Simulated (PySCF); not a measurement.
Species: BrH₄PSi.
InChI=1S/BrH4PSi/c1-3-2/h2-3H2

Computed with EOM-IP-CCSD/aug-cc-pVDZ in PySCF, restricted Hartree–Fock reference, frozen core, non-relativistic, gas phase, PBE0-D3(BJ)/def2-SVP geometry.

Hartree–Fock orbital energies give these Koopmans values (eV): HOMO 10.40, HOMO-1 11.34, HOMO-2 11.44, HOMO-3 12.83, HOMO-4 13.44, HOMO-5 14.28, HOMO-6 14.83, HOMO-7 19.00.

**Question.** What vertical ionisation energies does EOM-IP-CCSD give?

**Answer.** 
```csv
leading hole (HF orbital),Koopmans (eV),EOM-IP-CCSD (eV),change (eV),one-hole share
HOMO,10.40,9.95,-0.45,0.95
HOMO-1,11.34,10.68,-0.66,0.95
HOMO-2,11.44,10.79,-0.65,0.95
HOMO-3,12.83,12.14,-0.69,0.95
HOMO-4,13.44,12.66,-0.78,0.95
HOMO-5,14.28,13.33,-0.95,0.93
HOMO-6,14.83,13.97,-0.86,0.94
HOMO-7,19.00,17.25,-1.75,0.85
```

**Question.** Does the order of the lines follow the orbital energies?

**Answer.** Yes, no two lines change places. The corrections run from -1.75 to -0.45 eV, with a mean of -0.85 eV over the 8 lines; no line lies above its Koopmans value. Koopmans values leave out both the relaxation of the orbitals and the change in correlation energy.

**Question.** At what kinetic energies would He I light (21.22 eV) eject these electrons?

**Answer.** 11.27 eV (HOMO), 10.54 eV (HOMO-1), 10.43 eV (HOMO-2), 9.08 eV (HOMO-3), 8.56 eV (HOMO-4), 7.89 eV (HOMO-5), 7.25 eV (HOMO-6), 3.97 eV (HOMO-7).

Lines less than 0.15 eV apart could change places at a higher level. One root was sought for each valence orbital with −ε under 21 eV, eight at most, so deeper holes and satellites are missing; no vibrational structure.

Shape of the structure used: `[PH2:1][SiH2:2][Br:3]`: H–P1–Si2–Br3 -76°, H–P1–Si2–Br3 -169°.

One conformer stands for the species.
